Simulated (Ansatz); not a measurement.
`[CH3][GaH][BH]CO` and `OBCO` differ in one atom or group.

Ansatz, PBE0-D4/def2-TZVP geometries, multiplicity 1. Each molecule was computed in one conformer, which needn't be the lowest.

Scalar relativity is left out up to krypton.

```csv
property,`[CH3][GaH][BH]CO`
HOMO–LUMO gap (ωB97M-V/def2-TZVPP) / eV,9.17
HOMO–LUMO gap (B3LYP/def2-TZVPP) / eV,4.73
LUMO energy (PBE0/def2-TZVPP) / eV,-1.53
size of the dipole moment (ωB97M-V/def2-TZVPP) / D,2.87
HOMO–LUMO gap (PBE0/def2-TZVPP) / eV,5.11
LUMO energy (PBE/def2-TZVPP) / eV,-2.49
```

(1) Give the same properties after the change, and the shifts. (An estimate is asked.)

## Answers

(1) The calculation gave: 
```
                                          property  `OBCO`  shift
           HOMO–LUMO gap (ωB97M-V/def2-TZVPP) / eV   11.91   2.74
             HOMO–LUMO gap (B3LYP/def2-TZVPP) / eV    7.04   2.31
                LUMO energy (PBE0/def2-TZVPP) / eV   -0.10   1.43
size of the dipole moment (ωB97M-V/def2-TZVPP) / D    3.03   0.16
              HOMO–LUMO gap (PBE0/def2-TZVPP) / eV    7.56   2.45
                 LUMO energy (PBE/def2-TZVPP) / eV   -1.11   1.38
```

With PBE0 the HOMO falls by 1.03 eV and the LUMO rises by 1.43 eV, so the gap widens by about 2.46 eV. PBE moves the HOMO by -0.47 eV and ωB97M-V by -1.33 eV. Dipoles are sizes alone; their direction can turn.

B3LYP here is the variant with VWN-RPA as its local correlation; programs differ in this.
